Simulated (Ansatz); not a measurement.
```yaml
crystal:
  periodic: [false, false, false]
  atoms:
    - {symbol: F, position_ang: [-0.623724, -0.062581, -2.640323]}
    - {symbol: F, position_ang: [-2.392717, 0.100165, -0.818256]}
    - {symbol: F, position_ang: [-0.343236, 1.703610, -0.541972]}
    - {symbol: F, position_ang: [-0.887298, -1.701929, -0.544418]}
    - {symbol: P, position_ang: [-1.173958, 0.090103, 1.815754]}
    - {symbol: P, position_ang: [1.849822, -0.178684, -1.059904]}
    - {symbol: V, position_ang: [-0.857485, 0.154298, -0.800355]}
    - {symbol: H, position_ang: [-0.039802, -0.055964, 2.820764]}
    - {symbol: H, position_ang: [-1.943530, -0.783773, 2.460771]}
    - {symbol: H, position_ang: [-1.520263, 1.308661, 2.558746]}
    - {symbol: H, position_ang: [2.438114, -1.275387, -1.680765]}
    - {symbol: H, position_ang: [2.691670, -0.034819, 0.080490]}
    - {symbol: H, position_ang: [2.614625, 0.715379, -1.751852]}
basis:
  gaussian: {orbitals: def2-SVP, fitting: {mean_field: def2-universal-jkfit}, nuclear_model: gaussian}
magnetization: {spin_polarized: true, initial_magnetization: 1}
hamiltonian: {xc: {name: B2GP-PLYP}}
scf: {lower_state_search: off}
output: {forces: true}
```

```sh
$ ansatz run in.yaml --threads 4 --pin off --events-out ev --progress --plain --max-ram 4787MiB
```

Output, abridged:

```
Functional definition: B2GP-PLYP
936 factors; integrals over basis functions are off by at most 3.9e-1 eV
mean field evaluation 1: about -55160.7292 eV, gradient 5.2e1 eV
mean field evaluation 2: about -55160.7287 eV, gradient 5.2e1 eV
mean field evaluation 4: about -55170.3956 eV, gradient 1.4e1 eV
mean field evaluation 8: about -55171.0600 eV, gradient 1.7e-1 eV
mean field evaluation 16: about -55171.0618 eV, gradient 1.6e-2 eV
mean field evaluation 32: about -55171.0619 eV, gradient 6.7e-4 eV
mean field -55171.06185641 eV, -2027.4991269340 hartree, gradient 1.9e-6 eV, S^2 0.755223; 0 other end points of the search recorded, 0 dependent functions left out
19 core orbitals not correlated: weight in the atoms' cores, before any rotation towards them, 1.000 or more for the frozen orbitals, at most 0.000 for the correlated occupied ones
reference -55171.06202883 eV, -2027.4991332706 hartree; 29, 28 occupied and 105, 106 virtual orbitals, 936 factors
second order -44.07623889 eV of doubles, -0.00000000 eV of singles
Total energy: -55186.92947483 eV, -2028.0822511558 hartree
Atom 0 at    -0.623724    -0.062581    -2.640323 Å, force    -0.225208     0.748204     1.837881 eV/Å
Atom 1 at    -2.392717     0.100165    -0.818256 Å, force    -9.972432     0.350286    -0.236515 eV/Å
Atom 2 at    -0.343236     1.703610    -0.541972 Å, force     0.955390     2.946854     0.480543 eV/Å
Atom 3 at    -0.887298    -1.701929    -0.544418 Å, force     0.744826     1.473929     0.364321 eV/Å
Atom 4 at    -1.173958     0.090103     1.815754 Å, force     2.897053     2.346897     2.037042 eV/Å
Atom 5 at     1.849822    -0.178684    -1.059904 Å, force    -0.102649    -0.185921     1.020223 eV/Å
Atom 6 at    -0.857485     0.154298    -0.800355 Å, force     8.258993    -5.340080    -3.138521 eV/Å
Atom 7 at    -0.039802    -0.055964     2.820764 Å, force    -1.029318    -0.133961    -1.597415 eV/Å
Atom 8 at    -1.943530    -0.783773     2.460771 Å, force    -1.519210    -1.382918     0.823969 eV/Å
Atom 9 at    -1.520263     1.308661     2.558746 Å, force    -0.257303    -0.835571    -0.806122 eV/Å
Atom 10 at     2.438114    -1.275387    -1.680765 Å, force     0.074748    -0.595563     0.091318 eV/Å
Atom 11 at     2.691670    -0.034819     0.080490 Å, force    -0.068425    -0.450440    -0.054276 eV/Å
Atom 12 at     2.614625     0.715379    -1.751852 Å, force     0.243535     1.058284    -0.822447 eV/Å
Dipole moment:     0.489627     0.302559     1.057446 e Å
Checks for a lower state left out: starts, cluster_reference, orbital_swaps, neighbouring_geometries, increment
```

Run time 35 s (4 threads of Arm Neoverse V1 on a shared host), peak host memory 0.93 GiB.

Correlated methods freeze 19 core orbitals; core or outer-core shells of V are correlated, in sets that lack core-valence functions.
